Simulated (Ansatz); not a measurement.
Ansatz (an electronic-structure program) input (HF/3-21G): The .json file is the Basis Set Exchange's 3-21G.

Ansatz 0.2 input:
```yaml
crystal:
  periodic: [false, false, false]
  atoms:
    - {symbol: As, position_ang: [-0.01940462, -0.02921190, 0.05102918]}
    - {symbol: H, position_ang: [-0.59692157, 1.12496392, -0.82265187]}
    - {symbol: H, position_ang: [1.23727389, -0.16097131, -0.86131112]}
basis:
  gaussian:
    orbitals: 3-21G.json
hamiltonian:
  xc: {name: HF}
total_charge: -1
phonons: {temperatures: {t_min: 298.15, t_max: 298.15, t_step: 100}}
```

Output:

```
WARN ansatz: RAYON_NUM_THREADS=1 ignored (pool sized by the plan → 1); use --threads N
Functional definition: HF
integrals: 0.00 GiB planned
257 factors; integrals over basis functions are off by at most 2.9e-4 eV
mean field: 0.05 GiB planned
mean field evaluation 1: about -60532.8408 eV, gradient 8.7e0 eV
mean field evaluation 2: about -60532.8423 eV, gradient 8.7e0 eV
mean field evaluation 4: about -60533.2318 eV, gradient 3.0e-1 eV
mean field evaluation 8: about -60533.2325 eV, gradient 8.9e-6 eV
mean field -60533.23252809 eV, -2224.5552645085 hartree, gradient 8.9e-6 eV, S^2 0.000000; 0 other end points of the search recorded, 0 dependent functions left out
the calculation of the forces begins
reference -60533.23252809 eV, -2224.5552645085 hartree; 18, 18 occupied and 9, 9 virtual orbitals, 257 factors
these checks for a lower state are left out or cut short: stability, starts, cluster_reference, orbital_swaps, neighbouring_geometries, increment
integrals: 0.00 GiB planned
257 factors; integrals over basis functions are off by at most 3.0e-4 eV
mean field: 0.05 GiB planned
mean field evaluation 16: about -60533.2325 eV, gradient 4.9e-6 eV
mean field -60533.23249046 eV, -2224.5552631258 hartree, gradient 4.9e-6 eV, S^2 0.000000; 0 other end points of the search recorded, 0 dependent functions left out
the calculation of the forces begins
reference -60533.23249046 eV, -2224.5552631258 hartree; 18, 18 occupied and 9, 9 virtual orbitals, 257 factors
these checks for a lower state are left out or cut short: stability, starts, cluster_reference, orbital_swaps, neighbouring_geometries, increment
integrals: 0.00 GiB planned
257 factors; integrals over basis functions are off by at most 2.9e-4 eV
mean field: 0.05 GiB planned
mean field -60533.23249834 eV, -2224.5552634155 hartree, gradient 4.9e-6 eV, S^2 0.000000; 0 other end points of the search recorded, 0 dependent functions left out
the calculation of the forces begins
reference -60533.23249834 eV, -2224.5552634155 hartree; 18, 18 occupied and 9, 9 virtual orbitals, 257 factors
these checks for a lower state are left out or cut short: stability, starts, cluster_reference, orbital_swaps, neighbouring_geometries, increment
integrals: 0.00 GiB planned
257 factors; integrals over basis functions are off by at most 2.9e-4 eV
mean field: 0.05 GiB planned
mean field -60533.23249468 eV, -2224.5552632808 hartree, gradient 4.9e-6 eV, S^2 0.000000; 0 other end points of the search recorded, 0 dependent functions left out
the calculation of the forces begins
reference -60533.23249468 eV, -2224.5552632808 hartree; 18, 18 occupied and 9, 9 virtual orbitals, 257 factors
these checks for a lower state are left out or cut short: stability, starts, cluster_reference, orbital_swaps, neighbouring_geometries, increment
integrals: 0.00 GiB planned
257 factors; integrals over basis functions are off by at most 3.0e-4 eV
mean field: 0.05 GiB planned
mean field evaluation 32: about -60533.2325 eV, gradient 9.4e-7 eV
mean field -60533.23248569 eV, -2224.5552629505 hartree, gradient 4.9e-6 eV, S^2 0.000000; 0 other end points of the search recorded, 0 dependent functions left out
the calculation of the forces begins
reference -60533.23248569 eV, -2224.5552629505 hartree; 18, 18 occupied and 9, 9 virtual orbitals, 257 factors
these checks for a lower state are left out or cut short: stability, starts, cluster_reference, orbital_swaps, neighbouring_geometries, increment
integrals: 0.00 GiB planned
257 factors; integrals over basis functions are off by at most 2.9e-4 eV
mean field: 0.05 GiB planned
mean field -60533.23251964 eV, -2224.5552641982 hartree, gradient 4.9e-6 eV, S^2 0.000000; 0 other end points of the search recorded, 0 dependent functions left out
the calculation of the forces begins
reference -60533.23251964 eV, -2224.5552641982 hartree; 18, 18 occupied and 9, 9 virtual orbitals, 257 factors
these checks for a lower state are left out or cut short: stability, starts, cluster_reference, orbital_swaps, neighbouring_geometries, increment
integrals: 0.00 GiB planned
257 factors; integrals over basis functions are off by at most 2.9e-4 eV
mean field: 0.05 GiB planned
mean field -60533.23252253 eV, -2224.5552643041 hartree, gradient 4.9e-6 eV, S^2 0.000000; 0 other end points of the search recorded, 0 dependent functions left out
the calculation of the forces begins
reference -60533.23252253 eV, -2224.5552643041 hartree; 18, 18 occupied and 9, 9 virtual orbitals, 257 factors
Total energy: -60533.23252809 eV, -2224.5552645085 hartree
Atom 0 at    -0.019405    -0.029212     0.051029 Å, force    -0.000841    -0.001266     0.002212 eV/Å
Atom 1 at    -0.596922     1.124964    -0.822652 Å, force    -0.000721     0.001433    -0.001082 eV/Å
Atom 2 at     1.237274    -0.160971    -0.861311 Å, force     0.001562    -0.000167    -0.001130 eV/Å
Dipole moment:    -0.002073    -0.003121     0.005452 e Å
Vibrations: 1057.93 1987.82 2002.39 cm⁻¹, zero-point energy 0.312945 eV
```

The blocks after the first are displaced geometries, from whose forces the wavenumbers follow.

The dipole moment of an ion depends on the origin.
